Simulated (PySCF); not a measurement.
# Structure revision by computed shifts

A compound C5H11PSi gives the data below (simulated from a calculation) and was assigned the structure `C=C[Si]1(P)CCC1`.

¹³C{¹H} NMR (computed): δ 139.3 (CH, 2C), 32.6 (CH2, 2C), -8.0 (CH3).

¹H NMR (500 MHz, computed): δ 6.15 (m, 2H), 4.09 (m, 2H), 2.69 (m, 4H), 0.18 (m, 3H).

Method: NMR shieldings at PBE0/pcSseg-1/GIAO, coordinates at the GFN2-xTB level, in PySCF 2.14.0 with density-fitted response routines (one averaged value for each set of equivalent atoms, isolated molecule, a single conformation, relativity neglected).

δ = σ(ref) − σ, references computed at the same level: TMS for ¹H (σref 31.72), ¹³C (σref 186.93).

Problem. Compare with the shifts computed for the proposed structure, pairing carbons in order of shift.

Solution. Mapped SMILES: `[CH2:1]=[CH:2][Si:3]1([PH2:4])[CH2:5][CH2:6][CH2:7]1`. Each H is labelled by its parent atom.

| atom | computed for proposal | given list | difference |
| --- | --- | --- | --- |
| C2 | 148.0 | 139.3 | +8.7 |
| C1 | 142.4 | 139.3 | +3.1 |
| C6 | 21.4 | 32.6 | -11.2 |
| C5 | 17.3 | 32.6 | -15.3 |
| C7 | 17.3 | -8.0 | +25.3 |

The rms difference is 14.7 ppm and the largest +25.3 ppm at C7 (sp3 CH2 bonded to Si). The proposal also would give 4 carbon signals, not 3. The carbon types in order of shift don't match either: CH, CH2, CH2, CH2, CH2 for the proposal against CH, CH, CH2, CH2, CH3 in the data. The proposal doesn't fit.

Problem. Which isomer fits?

Solution. `InChI=1S/C5H11PSi/c1-7-6-4-2-3-5-6/h2-3H,4-5,7H2,1H3`.

δC 139.3: alkene CH; the olefinic region. δH 6.15: hydrogen on an alkene CH; attached to an sp2 carbon and in the plane of the double bond. δH 2.69: hydrogen on an allylic sp3 CH2 bonded to P; allylic position. δH 0.18: hydrogen on a methyl carbon bonded to Si; an electropositive neighbour shields it, as in TMS itself.

The data come from this structure; uniqueness wasn't tested.

Splittings by ³¹P in the carbon and heteronuclear signals aren't shown, as no couplings were computed. Shifts are as computed. Against solution values, carbons near 30 ppm lie about +3 ppm off and those near 130 ppm about +5 ppm. Of 1211 compounds with measured shifts, 218 miss one by over three times the rms of a fit or turn the order of signals round; such compounds aren't used in these exercises. Multiplicities follow the n + 1 count of equivalent neighbours, as no J values were calculated; m marks all less simple cases, F and P coupling included.
